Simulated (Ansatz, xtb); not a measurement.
ClFGeH5OSi+: which of two isomers lies lower

We compare X, `F[SiH2][OH+][GeH2][Cl]`, a singlet, with Y, `[F][GeH2][OH+][SiH2]Cl`, a singlet. Both are isolated ions in the gas phase, relaxed with B3LYP/6-31G*; the shapes shown needn't be the lowest conformers.

X (Å):

```yaml
atoms:
  - { symbol: Cl, position_ang: [0.4712, -1.5305, 2.0273] }
  - { symbol: F, position_ang: [-0.3790, -2.7562, -1.9304] }
  - { symbol: Ge, position_ang: [-1.0449, -0.5314, 0.9377] }
  - { symbol: O, position_ang: [-0.2136, -0.3316, -0.8641] }
  - { symbol: Si, position_ang: [-0.5751, -1.2362, -2.3537] }
  - { symbol: H, position_ang: [0.4565, -0.7542, -3.2800] }
  - { symbol: H, position_ang: [-1.9860, -0.9284, -2.6063] }
  - { symbol: H, position_ang: [0.6791, 0.0668, -0.8264] }
  - { symbol: H, position_ang: [-2.2309, -1.4161, 0.5488] }
  - { symbol: H, position_ang: [-1.2041, 0.9381, 1.3334] }
```

Y (Å):

```xyz
10

Cl   -0.0510    0.3995    1.3598
F     1.2118   -3.0493    0.4315
Ge    1.6265   -2.7278   -1.2040
O     0.8588   -0.9183   -1.2804
Si   -0.6230   -0.3392   -0.4323
H     3.1166   -2.4345   -1.3998
H     0.7414   -3.5191   -2.1683
H     1.4895   -0.2204   -1.5488
H    -1.1116    0.7092   -1.3382
H    -1.3880   -1.5881   -0.3495
```

Problem. Which of the two would you expect CCSD(T)/def2-SVP + ΔMP2/def2-TZVPP electronic energies to favour?

Solution. Structure X; the calculation gives E(Y) − E(X) = +58.6 kJ/mol.

How the difference moves with the method:

```json
{"level": "B3LYP/6-31G*", "geometry": "B3LYP/6-31G*", "E(Y) − E(X) (kJ/mol)": "+60.2", "departure from the last row (kJ/mol)": "+1.6", "job, with rough time for the two": "optimisation, 5 min"}
{"level": "HF/def2-SVP", "geometry": "B3LYP/6-31G*", "E(Y) − E(X) (kJ/mol)": "+52.8", "departure from the last row (kJ/mol)": "−5.8", "job, with rough time for the two": "part of the CCSD(T) run"}
{"level": "MP2/def2-SVP", "geometry": "B3LYP/6-31G*", "E(Y) − E(X) (kJ/mol)": "+46.2", "departure from the last row (kJ/mol)": "−12.4", "job, with rough time for the two": "part of the CCSD(T) run"}
{"level": "CCSD(T)/def2-SVP", "geometry": "B3LYP/6-31G*", "E(Y) − E(X) (kJ/mol)": "+46.6", "departure from the last row (kJ/mol)": "−12.0", "job, with rough time for the two": "single point"}
{"level": "CCSD(T)/def2-SVP + ΔMP2/def2-TZVPP", "geometry": "B3LYP/6-31G*", "E(Y) − E(X) (kJ/mol)": "+58.6", "departure from the last row (kJ/mol)": "", "job, with rough time for the two": "single point, 38 s"}
```

As drawn, Y has 1 F–Ge, 1 Cl–Si in place of 1 F–Si, 1 Cl–Ge.

The levels shown agree on the order. The largest departure from CCSD(T)/def2-SVP + ΔMP2/def2-TZVPP is that of MP2/def2-SVP, 12.4 kJ/mol. Levels run at GFN2-xTB geometries aren't shown. The last row adds to CCSD(T) the change of the MP2 difference between the two basis sets, here +12.0 kJ/mol.

With harmonic frequencies from B3LYP/6-31G* (ideal gas, rigid rotor, one conformer each, 298.15 K, 1 atm): on the last row, ΔE + ΔZPE = +57.6 kJ/mol. A mode under 50 cm⁻¹ makes harmonic enthalpies and free energies unreliable, so none is given.

The correlated steps freeze 21 core orbitals; the filled d shell of Ge is correlated, in a basis made for valence electrons. Programs: Ansatz 0.2.0; the last row on 2 threads of Intel(R) Xeon(R) 6975P-C (Granite Rapids) on a shared host.
